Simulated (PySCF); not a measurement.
Radial density of Pb²⁺ (lead, charge +2)

r2SCANh, [Xe] 4f14 5d10 6s1 6d1, 6s spin antiparallel (an excited configuration). Calculation: PySCF 2.14, in aug-cc-pwCVTZ-PP with ECP60MDF (8s7p6d4f1g, 96 functions); scalar relativity through the core potential. This is the valence pseudo-density: the core potential removes the inner electrons and smooths the orbitals near the nucleus.

```tsv
r (bohr)	4πr²ρ (e/bohr)	4πr²(ρα − ρβ)
0.0194	1.799e-05	0.0000
0.0326	3.548e-05	0.0000
0.0549	5.520e-05	0.0000
0.0924	0.0001748	0.0000
0.155	0.001683	0.0000
0.261	0.03545	-0.0006
0.439	1.457	-0.0348
0.739	16.74	-0.0629
1.24	14.50	-0.0777
2.09	2.496	-0.6313
3.52	0.4246	0.2315
5.92	0.1040	0.1035
9.95	0.002451	0.0025
```

Energies and moments cover only the electrons outside the core potential. Spin-orbit coupling, absent here, splits the open shell strongly. The outer electron is Rydberg-like, and this basis confines it to a smaller radius and binds it less than a complete one would. With the s spin flipped the determinant is a mixture of two multiplicities, not a spectroscopic state.
